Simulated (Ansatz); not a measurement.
BeGeH4 (SMILES [BeH][GeH3]) moved off its minimum; all values from Ansatz (an electronic-structure program), cores frozen in correlated methods.
(charge 0, multiplicity 1)
```xyz
6

Be    -1.6857    -0.8409    -0.1983
H     -2.8986    -1.4775    -0.4231
Ge     0.1990     0.0875     0.0260
H      1.2593    -0.7006     0.8601
H      0.8530     0.5258    -1.3428
H      0.0852     1.3948     0.8375
```

```tsv
level	largest force (eV/Å)	on atom	rms difference from CCSD(T)/aug-cc-pVTZ (eV/Å)	dipole (D)
HF/def2-TZVPP	2.28	Be1	0.152	0.61
PBE/def2-TZVPP	1.49	Be1	0.164	0.27
r2SCAN/def2-TZVPP	1.56	Be1	0.150	0.33
B3LYP/def2-TZVPP	1.74	Be1	0.100	0.43
wB97M-V/def2-TZVPP	1.70	Be1	0.136	0.47
MP2/aug-cc-pVTZ	2.10	Be1	0.082	0.48
CCSD(T)/aug-cc-pVTZ	1.99	Be1	0.000	0.42
```

The differences count from one level among others, with limits of its own. Forces at CCSD(T)/aug-cc-pVTZ (eV/Å):

| atom | Fx | Fy | Fz |
|---|---|---|---|
| Be1 | -1.686 | -0.996 | -0.355 |
| H2 | 0.617 | 0.370 | 0.170 |
| Ge3 | 1.376 | 0.651 | 0.020 |
| H4 | -0.095 | -0.061 | -0.250 |
| H5 | -0.117 | -0.209 | 0.359 |
| H6 | -0.094 | 0.245 | 0.056 |
